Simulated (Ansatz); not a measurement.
Ga₁₃As₁₃H₃₀⁻, a nanocrystal cut from zinc blende GaAs (hydrogen-capped). Charge -1, multiplicity 2. Geometry PBE-D4/def2-SVP, that of the neutral singlet; atoms count from 1.

Cartesian coordinates in Å:
```
Ga -0.293 -2.952 -0.983
Ga -1.646 -0.379 -4.006
Ga -4.406 -2.416 -1.748
Ga -2.469 -0.913 1.686
Ga -3.791 1.624 -1.380
Ga 2.633 -1.040 -3.299
Ga 3.822 -3.685 -0.394
Ga 1.435 -1.517 2.324
Ga 4.331 0.378 -0.044
Ga 0.253 1.032 -0.580
Ga -1.895 3.201 2.250
Ga 1.945 2.608 2.884
Ga -0.765 0.612 5.230
As -2.043 -2.382 -2.650
As 1.979 -3.003 -1.986
As 0.703 -0.622 -4.835
As -0.257 -1.036 0.583
As -1.490 1.405 -2.287
As -4.078 -0.480 -0.156
As -2.297 1.003 3.256
As -3.568 3.371 0.397
As 2.471 0.795 -1.635
As 3.593 -1.659 1.102
As 1.351 0.437 3.854
As 4.085 2.199 1.655
As 0.265 2.862 1.074
H -0.626 -4.304 -0.238
H -2.639 -0.030 -5.179
H -4.567 -3.726 -0.883
H -5.376 -1.942 -2.903
H -2.813 -2.253 2.446
H -4.852 2.037 -2.470
H 4.002 -1.051 -4.081
H 3.311 -4.938 0.419
H 5.200 -3.577 -1.162
H 1.116 -2.862 3.087
H 5.752 0.414 -0.727
H -1.911 4.486 3.162
H 2.046 3.871 3.821
H -1.081 -0.823 5.805
H -0.692 1.952 6.065
H -1.977 -3.494 -3.698
H 1.918 -4.093 -3.056
H 0.704 -1.732 -5.883
H 1.038 0.525 -5.789
H -1.177 2.707 -3.024
H -5.426 -0.265 0.533
H -3.702 1.172 3.836
H -4.943 3.544 1.040
H -3.495 4.758 -0.242
H 2.796 2.095 -2.371
H 4.656 -1.815 2.190
H 2.487 0.215 4.853
H 5.182 2.002 2.699
H 4.614 3.515 1.086
H 0.587 4.170 0.350
```

Single mean-field runs in def2-SVP are fitted with def2-universal-jkfit. The highest occupied level of the charge -1 doublet lies above zero (up to 0.19 eV). By energy differences its removal costs 0.76 eV (vertical, to the charge 0 singlet, at PBE0-D4/def2-SVP); self-interaction error and the lack of diffuse functions both raise the level.

(1) Estimate the Mulliken populations of the heavy atoms from the PBE0/def2-SVP orbitals of Ansatz.

(2) Where does the spin sit?

(3) And the Mayer bond orders between bonded heavy atoms (over 0.3)?

Answers

(1) 
```json
{"atom": "Ga1", "charge (e)": "0.32", "spin (α − β)": "0.01"}
{"atom": "Ga2", "charge (e)": "0.24", "spin (α − β)": "0.09"}
{"atom": "Ga3", "charge (e)": "0.21", "spin (α − β)": "0.00"}
{"atom": "Ga4", "charge (e)": "0.32", "spin (α − β)": "0.01"}
{"atom": "Ga5", "charge (e)": "0.24", "spin (α − β)": "0.09"}
{"atom": "Ga6", "charge (e)": "0.24", "spin (α − β)": "0.09"}
{"atom": "Ga7", "charge (e)": "0.21", "spin (α − β)": "0.00"}
{"atom": "Ga8", "charge (e)": "0.32", "spin (α − β)": "0.01"}
{"atom": "Ga9", "charge (e)": "0.24", "spin (α − β)": "0.09"}
{"atom": "Ga10", "charge (e)": "0.13", "spin (α − β)": "0.34"}
{"atom": "Ga11", "charge (e)": "0.24", "spin (α − β)": "0.09"}
{"atom": "Ga12", "charge (e)": "0.24", "spin (α − β)": "0.09"}
{"atom": "Ga13", "charge (e)": "0.21", "spin (α − β)": "0.00"}
{"atom": "As14", "charge (e)": "-0.29", "spin (α − β)": "0.00"}
{"atom": "As15", "charge (e)": "-0.29", "spin (α − β)": "0.00"}
{"atom": "As16", "charge (e)": "-0.09", "spin (α − β)": "0.01"}
{"atom": "As17", "charge (e)": "-0.52", "spin (α − β)": "-0.01"}
{"atom": "As18", "charge (e)": "-0.22", "spin (α − β)": "0.01"}
{"atom": "As19", "charge (e)": "-0.29", "spin (α − β)": "0.00"}
{"atom": "As20", "charge (e)": "-0.29", "spin (α − β)": "0.00"}
{"atom": "As21", "charge (e)": "-0.09", "spin (α − β)": "0.01"}
{"atom": "As22", "charge (e)": "-0.22", "spin (α − β)": "0.01"}
{"atom": "As23", "charge (e)": "-0.29", "spin (α − β)": "0.00"}
{"atom": "As24", "charge (e)": "-0.29", "spin (α − β)": "0.00"}
{"atom": "As25", "charge (e)": "-0.09", "spin (α − β)": "0.01"}
{"atom": "As26", "charge (e)": "-0.22", "spin (α − β)": "0.01"}
```
Mulliken values and Mayer orders depend strongly on the basis.

(2) Summed by element: Ga 0.90, As 0.02, H 0.08, of 1 unpaired in all. Largest on single atoms: Ga10 0.34, Ga12 0.09, Ga2 0.09.

(3) Ga1–As14 0.76 (2.48 Å); Ga1–As15 0.76 (2.48 Å); Ga1–As17 0.76 (2.47 Å); Ga2–As14 0.84 (2.45 Å); Ga2–As16 0.70 (2.50 Å); Ga2–As18 0.77 (2.48 Å); Ga3–As14 0.67 (2.53 Å); Ga3–As19 0.67 (2.53 Å); Ga4–As17 0.76 (2.47 Å); Ga4–As19 0.76 (2.48 Å); Ga4–As20 0.76 (2.48 Å); Ga5–As18 0.77 (2.48 Å); Ga5–As19 0.84 (2.45 Å); Ga5–As21 0.70 (2.50 Å); Ga6–As15 0.84 (2.45 Å); Ga6–As16 0.70 (2.50 Å); Ga6–As22 0.77 (2.48 Å); Ga7–As15 0.67 (2.53 Å); Ga7–As23 0.67 (2.53 Å); Ga8–As17 0.76 (2.47 Å); Ga8–As23 0.76 (2.48 Å); Ga8–As24 0.76 (2.48 Å); Ga9–As22 0.77 (2.48 Å); Ga9–As23 0.84 (2.45 Å); Ga9–As25 0.70 (2.50 Å); Ga10–As17 0.86 (2.43 Å); Ga10–As18 0.68 (2.47 Å); Ga10–As22 0.69 (2.47 Å); Ga10–As26 0.68 (2.47 Å); Ga11–As20 0.84 (2.45 Å); Ga11–As21 0.70 (2.50 Å); Ga11–As26 0.77 (2.48 Å); Ga12–As24 0.84 (2.45 Å); Ga12–As25 0.70 (2.50 Å); Ga12–As26 0.77 (2.48 Å); Ga13–As20 0.67 (2.53 Å); Ga13–As24 0.67 (2.53 Å).
